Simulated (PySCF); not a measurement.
## Stretching AsH

Set-up: As def2-TZVPPD, H def2-TZVPPD; no relativity (PySCF 2.14). Energies in eV from As + H in their ground configurations at the same level. All curves are PBE0. state 1: ³Σ⁻ (triplet), unpaired electrons π ↑↑; state 2: Ms = 0 determinant of mixed spin (⟨S²⟩ near 1.0), unpaired electrons π ↑↓, a mixture of terms (⟨Lz²⟩ = 2.0), a second solution, started from another occupation; state 3: singlet, one real π or δ orbital doubly filled, a mixture of terms (⟨Lz²⟩ = 2.0), a second solution, started from another occupation; state 4: quintet, unpaired electrons σ ↑↑, π ↑↑, a second solution, started from another occupation.

| R (Å) | state 1 | state 2 | state 3 | state 4 |
| --- | --- | --- | --- | --- |
| 1.317 | -2.351 | -1.993 | -0.889 | 5.2909 |
| 1.379 | -2.651 | -2.294 | -1.189 | 4.6739 |
| 1.440 | -2.823 | -2.467 | -1.360 | 4.1469 |
| 1.486 | -2.887 | -2.530 | -1.422 | 3.7980 |
| 1.532 | -2.905 | -2.549 | -1.440 | 3.4801 |
| 1.578 | -2.887 | -2.531 | -1.420 | 3.1889 |
| 1.639 | -2.819 | -2.462 | -1.349 | 2.8367 |
| 1.716 | -2.679 | -2.321 | -1.205 | 2.4446 |
| 1.808 | -2.457 | -2.097 | -0.978 | 2.0352 |
| 1.930 | -2.110 | -1.745 | -0.621 | 1.5807 |

Problem. Put a parabola through the three lowest points of the state 1 curve and estimate Re, k and ωe (reduced mass 0.9944 u; 1 eV/Å² = 0.16022 mdyn/Å; ωe = 1302.8·√(k/μ) cm⁻¹).

Solution. Through R = 1.486, 1.532, 1.578 Å the second-order coefficient is 8.51 eV/Å², so Re ≈ 1.532 Å, k ≈ 2.73 mdyn/Å and ωe ≈ 2157 cm⁻¹. A polynomial fit of higher order to the unrounded PBE0 energies gives Re = 1.531 Å, k = 2.77 mdyn/Å, ωe = 2174 cm⁻¹; anharmonicity and rounding make the difference.

The higher-order fit for each curve: state 1: Re = 1.531 Å, ωe = 2174 cm⁻¹, De = 2.91 eV; state 2: Re = 1.531 Å, ωe = 2179 cm⁻¹, minimum 2.55 eV below the ground-state fragments; state 3: Re = 1.529 Å, ωe = 2192 cm⁻¹, minimum 1.44 eV below the ground-state fragments. State 4 gave no clean fit.

Spin–orbit coupling is left out. The state was picked by a PBE0 search and need not be the measured ground state.
